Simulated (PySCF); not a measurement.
Bonds: Si1-C2, Si1-N9, Si1-N18, Si1-N27, C2-C3, N9-C10, N9-C11, N18-C19, N18-C20, N27-C28, N27-C29. C2 carries H4, H5; C3 carries H6, H7, H8; C10 carries H12, H13, H14; C11 carries H15, H16, H17; C19 carries H21, H22, H23; C20 carries H24, H25, H26; C28 carries H30, H31, H32; C29 carries H33, H34, H35.

Computational details: NMR shieldings at KT2/pcSseg-1/GIAO, geometry from PBE0-D3(BJ)/def2-SVP, in PySCF (no solvent, averaged over atoms made equivalent by symmetry, fast rotation or ring inversion, a single conformation, non-relativistic).

Shifts are taken against calculated references (same method and geometry level): $^{13}$C, $^{1}$H, $^{29}$Si against TMS; NH3 for $^{15}$N.

```json
{"atoms": "C3", "nucleus": "$^{13}$C", "count": "1", "δ (ppm)": "11.5"}
{"atoms": "N9/N18/N27", "nucleus": "$^{15}$N", "count": "3", "δ (ppm)": "39.0"}
{"atoms": "H12/H13/H14/H15/H16/H17/H21/H22/H23/H24/H25/H26/H30/H31/H32/H33/H34/H35", "nucleus": "$^{1}$H", "count": "18", "δ (ppm)": "2.55"}
{"atoms": "C2", "nucleus": "$^{13}$C", "count": "1", "δ (ppm)": "?"}
{"atoms": "C10/C11/C19/C20/C28/C29", "nucleus": "$^{13}$C", "count": "6", "δ (ppm)": "39.5"}
{"atoms": "Si1", "nucleus": "$^{29}$Si", "count": "1", "δ (ppm)": "-15.1"}
{"atoms": "H4/H5", "nucleus": "$^{1}$H", "count": "2", "δ (ppm)": "?"}
{"atoms": "H6/H7/H8", "nucleus": "$^{1}$H", "count": "3", "δ (ppm)": "0.98"}
```

Fill in the missing shifts.

Answers


- C2: 9.8 ppm, carbon bonded to C, Si, 2 H
- H4/H5: 0.81 ppm, hydrogen on a carbon bonded to C, Si

Shifts are as computed. Against solution values, carbons near 30 ppm lie about +2 ppm off and those near 130 ppm about -5 ppm. Of 1313 compounds with measured shifts, 239 miss one by over three times the rms of a fit or turn the order of signals round; such compounds aren't used in these exercises. Experimental scales use liquid or dissolved standards, which lie at an offset from isolated NH3 (liquid NH3: subtract about 20 ppm).
